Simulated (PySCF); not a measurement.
Species: CH6GeO2Si.
Z-matrix (Å and degrees, PBE0-D3(BJ)/def2-SVP geometry), rows numbered from 1:
```
O 
C   1  1.2012
Ge  2  1.9993  1  120.42
O   3  1.7773  2  107.84  1   179.29
Si  4  1.6567  3  138.48  2   -85.68
H   2  1.1256  1  121.26  3  -179.74
H   3  1.5347  2  110.29  1   -64.40
H   3  1.5405  2  109.89  1    59.64
H   5  1.4974  4  110.77  3    66.85
H   5  1.4903  4  108.39  3  -173.46
H   5  1.4967  4  110.91  3   -53.25
```

Method used: PySCF 2.14.0, PBE0-D3(BJ)/def2-SVP geometry optimisation, gas phase.

Masses are those of the commonest isotopes; rigid-rotor values at the optimised geometry. The values belong to one conformer with, in the numbering `[O:1]=[CH:2][GeH2:3][O:4][SiH3:5]`, O1–C2–Ge3–O4 179°, C2–Ge3–O4–Si5 -86°.

Task: What are A, B and C (MHz)?

Result: Ia = 85.86, Ib = 415.97, Ic = 478.66 u·Å²; 505379 MHz·u·Å²/I gives A = 5886, B = 1215, C = 1056 MHz.

Task: Classify the top.

Result: A near-prolate asymmetric top; Ray's κ = -0.934.

Task: What does the inertial defect say?

Result: Not planar: Δ = Ic − Ia − Ib = -23.16 u·Å². For a rigid frame Δ = −2 Σ m c², so Σ m c² = 11.58 u·Å² lies off the ab plane: 6.43 from hydrogen and 5.15 from heavier atoms. The atom farthest from that plane is 1.53 Å away.

Task: Give the other two planar moments, Paa and Pbb, and the rms extents of the mass along the axes.

Result: Paa = Σ m a² = (Ib + Ic − Ia)/2 = 404.38 and Pbb = Σ m b² = (Ia + Ic − Ib)/2 = 74.28 u·Å². With the mass M = 151.93 u, the rms extents √(P/M) along a, b and c are 1.63, 0.70, 0.28 Å.

Task: Give the coordinates in the principal-axis frame, origin at the centre of mass.

Result: The sense of each axis is arbitrary; atoms in the order of the calculation.
```
atom  mass (u)   a (Å)   b (Å)   c (Å)
  O1    15.995  -2.780  -0.972   0.121
  C2    12.000  -1.620  -1.018  -0.187
 Ge3    73.921  -0.446   0.583   0.045
  O4    15.995   1.190   0.141  -0.490
 Si5    27.977   2.550  -0.571   0.135
  H6     1.008  -1.166  -1.956  -0.614
  H7     1.008  -0.917   1.725  -0.866
  H8     1.008  -0.415   1.000   1.528
  H9     1.008   2.298  -2.013   0.449
 H10     1.008   3.639  -0.474  -0.877
 H11     1.008   2.979   0.113   1.396
```

Task: List the rotational levels J(Ka,Kc) to J = 2 (K).

Result: Above 0(0,0), as E/k:
J = 1: 1(0,1) 0.109, 1(1,1) 0.333, 1(1,0) 0.341
J = 2: 2(0,2) 0.327, 2(1,2) 0.543, 2(1,1) 0.566, 2(2,1) 1.239, 2(2,0) 1.239
The levels of one J sum to (2J + 1)J(J + 1)(A + B + C)/3.

Task: Which lines would a microwave search look for?

Result: The dipole components are |μa| = 1.06 D, |μb| = 0.18 D, |μc| = 0.13 D. The squared components, which scale the intensities, stand as 1.00 : 0.03 : 0.02 (a : b : c). Some lines, for components of 0.1 D or more:

```json
{"type": "a", "branch": "Q", "J(Ka,Kc)": "2(1,1) ← 2(1,2)", "MHz": "477", "lower level (cm⁻¹)": "0.378"}
{"type": "a", "branch": "R", "J(Ka,Kc)": "1(0,1) ← 0(0,0)", "MHz": "2271", "lower level (cm⁻¹)": "0.000"}
{"type": "a", "branch": "R", "J(Ka,Kc)": "2(1,2) ← 1(1,1)", "MHz": "4382", "lower level (cm⁻¹)": "0.232"}
{"type": "c", "branch": "Q", "J(Ka,Kc)": "2(1,2) ← 2(0,2)", "MHz": "4516", "lower level (cm⁻¹)": "0.227"}
{"type": "a", "branch": "R", "J(Ka,Kc)": "2(0,2) ← 1(0,1)", "MHz": "4538", "lower level (cm⁻¹)": "0.076"}
{"type": "c", "branch": "Q", "J(Ka,Kc)": "1(1,1) ← 1(0,1)", "MHz": "4671", "lower level (cm⁻¹)": "0.076"}
{"type": "a", "branch": "R", "J(Ka,Kc)": "2(1,1) ← 1(1,0)", "MHz": "4701", "lower level (cm⁻¹)": "0.237"}
{"type": "b", "branch": "Q", "J(Ka,Kc)": "1(1,0) ← 1(0,1)", "MHz": "4830", "lower level (cm⁻¹)": "0.076"}
{"type": "b", "branch": "Q", "J(Ka,Kc)": "2(1,1) ← 2(0,2)", "MHz": "4993", "lower level (cm⁻¹)": "0.227"}
{"type": "b", "branch": "R", "J(Ka,Kc)": "1(1,1) ← 0(0,0)", "MHz": "6942", "lower level (cm⁻¹)": "0.000"}
{"type": "c", "branch": "R", "J(Ka,Kc)": "1(1,0) ← 0(0,0)", "MHz": "7101", "lower level (cm⁻¹)": "0.000"}
{"type": "b", "branch": "R", "J(Ka,Kc)": "2(1,2) ← 1(0,1)", "MHz": "9053", "lower level (cm⁻¹)": "0.076"}
{"type": "c", "branch": "R", "J(Ka,Kc)": "2(1,1) ← 1(0,1)", "MHz": "9531", "lower level (cm⁻¹)": "0.076"}
{"type": "c", "branch": "Q", "J(Ka,Kc)": "2(2,1) ← 2(1,1)", "MHz": "14013", "lower level (cm⁻¹)": "0.394"}
{"type": "b", "branch": "Q", "J(Ka,Kc)": "2(2,0) ← 2(1,1)", "MHz": "14017", "lower level (cm⁻¹)": "0.394"}
{"type": "b", "branch": "Q", "J(Ka,Kc)": "2(2,1) ← 2(1,2)", "MHz": "14491", "lower level (cm⁻¹)": "0.378"}
{"type": "b", "branch": "R", "J(Ka,Kc)": "2(2,1) ← 1(1,0)", "MHz": "18714", "lower level (cm⁻¹)": "0.237"}
{"type": "c", "branch": "R", "J(Ka,Kc)": "2(2,0) ← 1(1,0)", "MHz": "18718", "lower level (cm⁻¹)": "0.237"}
{"type": "c", "branch": "R", "J(Ka,Kc)": "2(2,1) ← 1(1,1)", "MHz": "18873", "lower level (cm⁻¹)": "0.232"}
{"type": "b", "branch": "R", "J(Ka,Kc)": "2(2,0) ← 1(1,1)", "MHz": "18877", "lower level (cm⁻¹)": "0.232"}
```

No frequency check. These are rigid-rotor constants of the computed structure; measured ground-state constants (B0) also hold zero-point vibration. A rigid rotor knows nothing of internal rotation, which can split or shift real lines.
